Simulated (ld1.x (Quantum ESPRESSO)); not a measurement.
What the settings do to the TM potential of Bi

Base potential:

```
Element                 : bismuth (Bi)
Generator               : ld1.x (Quantum ESPRESSO) 7.5
Type                    : norm-conserving Troullier–Martins (Kleinman–Bylander form)
Functional              : PBEsol
Relativity              : scalar-relativistic
Frozen core             : [Xe] 4f14
Valence charge          : 15
Reference configuration : 5d10 6s1.5 6p3.5
Partial waves           : 6p (bound): rc 2.30 bohr; 5d (bound): rc 1.15 bohr; 6s (bound): rc 1.95 bohr
Local potential         : the s channel
Core correction         : a·sin(br)/r model core, default radius (core density twice the valence density)
```

All-electron outer shells of the reference configuration (PBEsol, scalar-relativistic, ld1.x):

```json
{"shell": "4f", "level (eV)": "-153.53", "outermost node (bohr)": "–", "outermost maximum (bohr)": "0.34"}
{"shell": "5p", "level (eV)": "-96.71", "outermost node (bohr)": "0.48", "outermost maximum (bohr)": "0.86"}
{"shell": "5d", "level (eV)": "-27.88", "outermost node (bohr)": "0.51", "outermost maximum (bohr)": "1.03"}
{"shell": "6s", "level (eV)": "-15.06", "outermost node (bohr)": "0.98", "outermost maximum (bohr)": "1.86"}
{"shell": "6p", "level (eV)": "-4.94", "outermost node (bohr)": "1.14", "outermost maximum (bohr)": "2.44"}
```

Cutoffs, loose and tight: the cutoffs (Ry, on a coarse ladder) from which the occupation-weighted sum of valence levels, in a spherical-Bessel basis at the reference potential, stays within 10 and 1 mRy of its value at 400 Ry. They do not see the model core or the augmentation charge, which bear on the density cutoff. Test errors are all-electron minus pseudo excitation energies from the reference, over the configurations 5d10 6s2 6p3; 5d10 6s2 6p2; 5d10 6s2 6p1; 5d9 6s2 6p3; 5d10 6s1 6p0; 5d9 6s2 6p4; 5d10 6s2 6p3.3. A dash means not determined; rows that change the core or the reference have their own tests.

A true bound ghost makes a file unfit for plane-wave use even where its test errors are small: the radial tests pick states by their node count and pass the ghost by.

```csv
change,outcome,"cutoff, loose","cutoff, tight",bound ghosts,largest test error (meV)
base,generated,90 Ry,120 Ry,none,-222
"core [Xe] 4f14 5d10, valence charge 5; reference 6s2 6p2; waves now 6s (bound): rc 1.60 bohr; 6p (bound): rc 2.10 bohr; local potential all-electron potential smoothed inside 1.30 bohr (lloc = -1); core correction none",generated,35 Ry,90 Ry,"s, p, d",+130
functional PBE,generated,90 Ry,120 Ry,none,-227
wave 5d (bound): rc 1.15 bohr becomes 5d (bound): rc 1.16 bohr,generated,90 Ry,120 Ry,none,-222
```

Problem. What comes out with this change to the base: local potential all-electron potential smoothed inside 1.30 bohr (lloc = -1)?

Solution. outcome: generated; cutoff, loose: 90 Ry; cutoff, tight: 120 Ry; bound ghosts: s, p; largest test error (meV): -161.

Problem. What comes out with this change to the base: all radii but the core radius scaled by about 0.80 (s 1.56, p 1.84, d 0.92 bohr)?

Solution. outcome: generated; cutoff, loose: 260 Ry; cutoff, tight: over 300 Ry; bound ghosts: none; largest test error (meV): -119.

Problem. What comes out with this change to the base: reference 5d10 6s1 6p4?

Solution. outcome: generated; cutoff, loose: 90 Ry; cutoff, tight: 120 Ry; bound ghosts: none; largest test error (meV): -166.
